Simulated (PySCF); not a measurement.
## How methods differ on the excitation energy of Si

Si [Ne] 3s2 3p2 (3P) → Si [Ne] 3s1 3p3 (5S), as a difference of total energies. Computed with PySCF 2.14 in x2c-QZVPPall, with scalar relativity by spin-free X2C-1e. Correlated levels: valence: [Ne] frozen; valence and next inner shell: 1s2 frozen. The calculations carry no spin-orbit coupling.

| method | excitation energy (eV) |
| --- | --- |
| UHF | 2.653 |
| LDA | 4.342 |
| PBE | 4.253 |
| PBE0 | 4.079 |
| r2SCAN | 3.653 |
| MN15 | 4.214 |
| BP86 | 4.289 |
| HSE06 | 4.094 |
| ROHF | 2.541 |
| MP2 (valence) | 3.677 |
| SCS-MP2 (valence) | 4.172 |
| MP2 (valence and next inner shell) | 3.854 |
| SCS-MP2 (valence and next inner shell) | 4.306 |

Problem. How much does correlation contribute at MP2 (valence and next inner shell)?

Solution. 3.854 − (2.653) = 1.201 eV, measured against UHF.

A first-order spin-orbit estimate (lowest level to lowest level, LS coupling) adds 0.016 eV.
